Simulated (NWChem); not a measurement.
Everything below was run with NWChem. System: PbS, charge 0, spin multiplicity 1, at a geometry optimised with PBE/def2-SVP with def2 effective core potentials on Pb. The structure started from a generated list of species. Level: B2PLYP/def2-TZVP with def2 effective core potentials on Pb, 9 core orbitals frozen.

Input file:

```
start mol
memory heap 200 mb stack 900 mb global 1100 mb
geometry units angstroms nocenter noautoz
  Pb     0.000000     0.000000     0.382158
  S      0.000000     0.000000    -1.958560
  symmetry group C2v
end
basis spherical
  * library def2-tzvp
end
ecp
  Pb library def2-ecp
end
dft
  xc hfexch 0.53 becke88 0.47 lyp 0.73 mp2 0.27
  dftmp2
  semidirect memsize 60000000 filesize 0
  iterations 100
end
mp2
  freeze core 9
end
task dft energy
```

Output (cleaned and shortened):

```
             Northwest Computational Chemistry Package (NWChem) 7.3.0
             --------------------------------------------------------

                                NWChem Input Module
                                -------------------

 Scaling coordinates for geometry "geometry" by  1.889725989
 (inverse scale =  0.529177249)

 Turning off AUTOSYM since
 SYMMETRY directive was detected!

                             Geometry "geometry" -> ""
                             -------------------------

 Output coordinates in angstroms (scale by  1.889725989 to convert to a.u.)

  No.       Tag          Charge          X              Y              Z
 ---- ---------------- ---------- -------------- -------------- --------------
    1 Pb                  82.0000     0.00000000     0.00000000     0.38215800
    2 S                   16.0000     0.00000000     0.00000000    -1.95856000

 Effective nuclear repulsion energy (a.u.)     296.6100789107

            Nuclear Dipole moment (a.u.)
            ----------------------------
        X                 Y               Z
 ---------------- ---------------- ----------------
     0.0000000000     0.0000000000    -0.0000075589

      Symmetry information
      --------------------

 Group name             C2v
 Group number             16
 Group order               4
 No. of unique centers     2

      Symmetry unique atoms

     1    2


 Summary of "ao basis" -> "" (spherical)
 ------------------------------------------------------------------------------
       Tag                 Description            Shells   Functions and Types
 ---------------- ------------------------------  ------  ---------------------
 *                         def2-tzvp                  on all atoms

 Summary of "ao basis" -> "ao basis" (spherical)
 ------------------------------------------------------------------------------
       Tag                 Description            Shells   Functions and Types
 ---------------- ------------------------------  ------  ---------------------
 Pb                        def2-tzvp                16       50   6s5p3d2f
 S                         def2-tzvp                13       37   5s5p2d1f

 Summary of "ao basis" -> "ao basis" (spherical)
 ------------------------------------------------------------------------------
       Tag                 Description            Shells   Functions and Types
 ---------------- ------------------------------  ------  ---------------------
 Pb                        def2-tzvp                16       50   6s5p3d2f
 S                         def2-tzvp                13       37   5s5p2d1f

      Symmetry analysis of basis
      --------------------------

        a1         37
        a2          8
        b1         21
        b2         21

            General Information
            -------------------
          SCF calculation type: DFT
          Wavefunction type:  closed shell.
          No. of atoms     :     2
          No. of electrons :    38
           Alpha electrons :    19
            Beta electrons :    19
          Charge           :     0
          Spin multiplicity:     1
          Use of symmetry is: on ; symmetry adaption is: on
          Maximum number of iterations: 100
          AO basis - number of functions:    87
                     number of shells:    29
          Convergence on energy requested:  1.00D-06
          Convergence on density requested:  1.00D-05
          Convergence on gradient requested:  5.00D-04
[...]
              MO Center=  1.2D-15,  5.6D-20, -1.5D+00, r^2= 2.4D+00
   Bfn.  Coefficient  Atom+Function         Bfn.  Coefficient  Atom+Function
  ----- ------------  ---------------      ----- ------------  ---------------
    65      0.444137  2 S  px                68      0.335577  2 S  px
    62      0.206176  2 S  px                16      0.195622  1 Pb px
    10     -0.176155  1 Pb px                56     -0.168216  2 S  px
    13      0.132827  1 Pb px                19      0.083673  1 Pb px
    25     -0.081465  1 Pb d  1              59     -0.080041  2 S  px

 Vector   20  Occ=0.000000D+00  E=-5.933996D-02  Symmetry=b2
              MO Center= -2.8D-19, -1.9D-16,  1.4D-01, r^2= 4.8D+00
   Bfn.  Coefficient  Atom+Function         Bfn.  Coefficient  Atom+Function
  ----- ------------  ---------------      ----- ------------  ---------------
    17      0.467348  1 Pb py                20      0.435726  1 Pb py
    11     -0.346249  1 Pb py                69     -0.319605  2 S  py
    14      0.258616  1 Pb py                66     -0.206408  2 S  py
    63     -0.122496  2 S  py                57      0.087907  2 S  py
     8      0.072144  1 Pb py                33      0.059637  1 Pb d -1

 Vector   21  Occ=0.000000D+00  E=-5.933996D-02  Symmetry=b1
              MO Center= -9.0D-17,  2.5D-19,  1.4D-01, r^2= 4.8D+00
   Bfn.  Coefficient  Atom+Function         Bfn.  Coefficient  Atom+Function
  ----- ------------  ---------------      ----- ------------  ---------------
    16      0.467348  1 Pb px                19      0.435726  1 Pb px
    10     -0.346249  1 Pb px                68     -0.319605  2 S  px
    13      0.258616  1 Pb px                65     -0.206408  2 S  px
    62     -0.122496  2 S  px                56      0.087907  2 S  px
     7      0.072144  1 Pb px                35     -0.059637  1 Pb d  1

 Vector   22  Occ=0.000000D+00  E= 3.466854D-02  Symmetry=a1
              MO Center= -1.6D-15, -2.8D-16,  6.3D-01, r^2= 8.3D+00
   Bfn.  Coefficient  Atom+Function         Bfn.  Coefficient  Atom+Function
  ----- ------------  ---------------      ----- ------------  ---------------
    21      1.091675  1 Pb pz                55      0.487250  2 S  s
     5     -0.340060  1 Pb s                 70      0.250663  2 S  pz
     3      0.168584  1 Pb s                 67      0.166124  2 S  pz
    15      0.163668  1 Pb pz                 6     -0.144162  1 Pb s
    12     -0.144357  1 Pb pz                24     -0.144405  1 Pb d  0

 center of mass
 --------------
 x =   0.00000000 y =   0.00000000 z =   0.13278719

 moments of inertia (a.u.)
 ------------------
         542.204032783660           0.000000000000           0.000000000000
           0.000000000000         542.204032783660           0.000000000000
           0.000000000000           0.000000000000           0.000000000000

     Multipole analysis of the density
     ---------------------------------

     L   x y z        total         alpha         beta         nuclear
     -   - - -        -----         -----         ----         -------
     0   0 0 0      0.000000    -19.000000    -19.000000     38.000000

     1   1 0 0     -0.000000     -0.000000     -0.000000      0.000000
     1   0 1 0     -0.000000     -0.000000     -0.000000      0.000000
     1   0 0 1      1.883633     22.607038     22.607038    -43.330442

     2   2 0 0    -29.592949    -14.796474    -14.796474      0.000000
     2   1 1 0     -0.000000     -0.000000     -0.000000      0.000000
     2   1 0 1      0.000000      0.000000      0.000000      0.000000
     2   0 2 0    -29.592949    -14.796474    -14.796474      0.000000
     2   0 1 1      0.000000      0.000000      0.000000      0.000000
     2   0 0 2    -36.170563   -133.409769   -133.409769    230.648975

                   NWChem MP2 Semi-direct Energy/Gradient Module
                   ---------------------------------------------

  Basis functions       =     87
  Molecular orbitals    =     87
  Frozen core           =      9
  Frozen virtuals       =      0
  Active alpha occupied =     10
  Active beta occupied  =     10
  Active alpha virtual  =     68
  Active beta virtual   =     68
  Use MO symmetry       = T
  Use skeleton AO sym   = T

  AO/Fock/Back tols     =   1.0D-09  1.0D-09  1.0D-09

 GA uses MA = F    GA memory limited = T

 Available:
  local mem=  4.43D+07
 global mem=  1.44D+08
 local disk=  0.00D+00
  mp2_memr nvloc                    68
  nvloc new                    68
   1 passes of  10:        4194304                      49427                   8747758.
   1 passes of  10: M     44308008           G      144164062           F      40113704.

 Semi-direct pass number   1 of   1  for RHF alpha+beta  at        2.1s
  vrange nnbf                  3778
  mp2_eaftype                    33  avail_ma_in_mb                   386
 EAF : mp2_eaftype filesize          33    4373879.
  mp2_eaf for mointskh                     33
Node 0 wrote     20.6 Mb in      0.0 s     Agg I/O rate:   887.5 Mb/s
 Done moints_semi at        4.4s
  mp2_eaftype                    33  avail_ma_in_mb                   386
 EAF : mp2_eaftype filesize          33    4373879.
  mp2_eaf for kh                    33
 Done maket at        4.5s
 Done multipass loop at        4.5s

          -------------------------------------------
          DFT energy                    -590.585577035530
          Unscaled MP2 energy             -0.690015083280
          Total DFT+MP2 energy          -590.771881108016
          -------------------------------------------

 -----------------------
 Performance information
 -----------------------

 Timer overhead =  9.61D-08 seconds/call

               Nr. of calls         CPU time (s)                 Wall time (s)                GFlops
             ---------------    -------------------     ------------------------------   -------------------
Name         Min   Avg   Max    Min     Avg     Max     Min     Avg     Max   Mx/calls   Min     Max     Sum
mp2: moin     1     1     1    2.3     2.3     2.3      2.3     2.3     2.3     2.3      0.0     0.0     0.0
mp2: make     1     1     1   6.98E-2 6.98E-2 6.98E-2  6.98E-2 6.98E-2 6.98E-2 6.98E-2   0.0     0.0     0.0
mp2: tota     1     1     1    2.5     2.5     2.5      2.5     2.5     2.5     2.5      0.0     0.0     0.0

 The average no. of pstat calls per process was 3.00D+00
 with a timing overhead of 2.88D-07s

 Task  times  cpu:        4.5s     wall:        4.5s

 Total times  cpu:        4.5s     wall:        4.5s
```
